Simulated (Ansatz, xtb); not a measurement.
## Relative energy of two isomers of C4H7BOSi

We compare I, `BC1=C[Si@@H](O)C=C1`, a singlet, with II, `B[Si]1(O)C=CC=C1`, a singlet. Both are isolated molecules in the gas phase, relaxed with PBE0-D3(BJ)/def2-SVP; the shapes shown needn't be the lowest conformers.

I (Å):

```xyz
14

C    -0.6411   -0.5126    0.7974
C    -0.9966    0.3103   -0.2300
C     0.9988   -1.4283   -0.7688
C     0.4628   -1.4698    0.4668
B    -1.3384   -0.4384    2.1765
O     0.8585    1.1707   -2.3340
Si    0.0379   -0.1473   -1.7323
H    -2.2105    0.3798    2.3548
H    -1.0271   -1.1840    3.0781
H    -1.7880    1.0550   -0.1126
H    -0.7814   -0.7716   -2.8206
H     1.2582    1.0801   -3.2031
H     1.7990   -2.1055   -1.0754
H     0.7937   -2.1708    1.2421
```

II (Å):

```yaml
atoms:
  - { symbol: C, position_ang: [-0.9961, -0.5645, -1.4948] }
  - { symbol: C, position_ang: [-0.8513, 0.7790, -1.4581] }
  - { symbol: C, position_ang: [0.1694, 1.3178, -0.5373] }
  - { symbol: C, position_ang: [0.8820, 0.4231, 0.1870] }
  - { symbol: B, position_ang: [-0.8846, -1.5922, 1.5402] }
  - { symbol: O, position_ang: [1.0955, -2.5061, -0.6922] }
  - { symbol: Si, position_ang: [0.1172, -1.2583, -0.1642] }
  - { symbol: H, position_ang: [-1.8239, -0.8820, 1.8122] }
  - { symbol: H, position_ang: [-0.5521, -2.4189, 2.3622] }
  - { symbol: H, position_ang: [1.4005, -3.1073, -0.0072] }
  - { symbol: H, position_ang: [-1.7360, -1.0562, -2.1295] }
  - { symbol: H, position_ang: [-1.4477, 1.4692, -2.0656] }
  - { symbol: H, position_ang: [0.3176, 2.4022, -0.4722] }
  - { symbol: H, position_ang: [1.6432, 0.7341, 0.9058] }
```

Quicker runs give these differences E(II) − E(I): GFN2-xTB +13.2 kcal/mol; HF/STO-3G +11.2 kcal/mol (at GFN2-xTB geometries); r2SCAN-D4/def2-SVP +12.0 kcal/mol (at GFN2-xTB geometries).

Task: Estimate E(II) − E(I) at the level CCSD(T)/def2-SVP + ΔMP2/def2-TZVPP.

Result: Calculated at CCSD(T)/def2-SVP + ΔMP2/def2-TZVPP: E(II) − E(I) = +10.8 kcal/mol, so structure I lies lower.

Level by level:

| level | geometry | E(II) − E(I) (kcal/mol) | departure from the last row (kcal/mol) | job, with rough time for the two |
| --- | --- | --- | --- | --- |
| GFN2-xTB | GFN2-xTB | +13.2 | +2.4 | optimisation, 0.28 s |
| HF/STO-3G | GFN2-xTB | +11.2 | +0.4 | single point, 0.62 s |
| r2SCAN-D4/def2-SVP | GFN2-xTB | +12.0 | +1.2 | single point, 4.2 s |
| PBE0-D3(BJ)/def2-SVP | PBE0-D3(BJ)/def2-SVP | +9.5 | −1.3 | optimisation, 1.7 min |
| HF/def2-SVP | PBE0-D3(BJ)/def2-SVP | +14.0 | +3.2 | part of the CCSD(T) run |
| MP2/def2-SVP | PBE0-D3(BJ)/def2-SVP | +12.5 | +1.7 | part of the CCSD(T) run |
| CCSD(T)/def2-SVP | PBE0-D3(BJ)/def2-SVP | +11.8 | +1.1 | single point |
| CCSD(T)/def2-SVP + ΔMP2/def2-TZVPP | PBE0-D3(BJ)/def2-SVP | +10.8 |  | single point, 73 s |

As drawn, II has 1 B–Si, 1 C–H in place of 1 C–B, 1 Si–H.

The levels shown agree on the order. The largest departure from CCSD(T)/def2-SVP + ΔMP2/def2-TZVPP is that of HF/def2-SVP, 3.2 kcal/mol. The last row adds to CCSD(T) the change of the MP2 difference between the two basis sets, here −1.1 kcal/mol.

With thermal terms from frequencies at re-optimised GFN2-xTB minima (ideal gas, soft modes damped towards free rotors, one conformer each, 298.15 K, 1 atm): the zero-point term adds +1.1 kcal/mol; ΔH is +12.1 and ΔG +11.7 kcal/mol.

The correlated steps freeze 11 core orbitals. Mirror images aren't counted in ΔG. Codes used: Ansatz 0.2.0, xtb 6.7.1; the last row on 2 threads of Intel(R) Xeon(R) Platinum 8488C (Sapphire Rapids) on a shared host.
